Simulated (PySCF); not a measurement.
SbCl3, SMILES [Cl][Sb]([Cl])[Cl]. Coordinates come from a B3LYP-D3(BJ)/def2-SVP optimisation. The isomer is the one that the SMILES or the coordinates give; other isomers of the formula were not compared. The def2 effective core potentials stand for the cores of Sb; spin–orbit coupling is left out.

Computed equilibrium geometry at B3LYP-D3(BJ)/def2-SVP (PySCF confirms it by a frequency run) as bond lengths and angles, and its point group:
point group C3v.
Atoms: Sb1 Cl2 Cl3 Cl4. Bonds (Å): Sb1–Cl2 2.384, Sb1–Cl3 2.384, Sb1–Cl4 2.384. Bond angles (°): Cl2–Sb1–Cl3 98.3, Cl2–Sb1–Cl4 98.3, Cl3–Sb1–Cl4 98.3.
